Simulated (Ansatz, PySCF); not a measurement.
ZrH2, SMILES [ZrH2] (connectivity only; charge and spin as stated), neutral, multiplicity 3. Atoms are numbered in the order given.

```xyz
3

Zr     0.0000     0.0000     0.0295
H      0.0000     1.6001    -0.9178
H      0.0000    -1.6001    -0.9178
```
Charge 0, spin multiplicity 3.

Coordinates come from a PBE0-D3(BJ)/def2-TZVPD optimisation. The multiplicity is an assumed one; other spin states were not compared. The def2 effective core potentials stand for the cores of Zr; spin–orbit coupling is left out.

Two levels are set side by side: PBE-D3(BJ)/def2-TZVPD (Ansatz, an electronic-structure program) and PBE0-D3(BJ)/def2-TZVPD (Ansatz). Each level has its own optimised geometry; the coordinates shown are those of the second. Frequencies come from the Hessian of PySCF at each geometry. Differences are taken from unrounded values.

```csv
quantity,PBE0-D3(BJ),PBE-D3(BJ),PBE-D3(BJ) minus PBE0-D3(BJ)
mean bond length (Å),1.860,1.861,0.001
bond Zr1–H2 (Å),1.860,1.861,0.001
bond Zr1–H3 (Å),1.860,1.861,0.001
highest harmonic wavenumber (cm⁻¹),1642,1617,-26
mean harmonic wavenumber (cm⁻¹),1284,1267,-17
zero-point energy (kcal/mol),5.51,5.43,-0.07
```

Here PBE gives about what the other level gives.
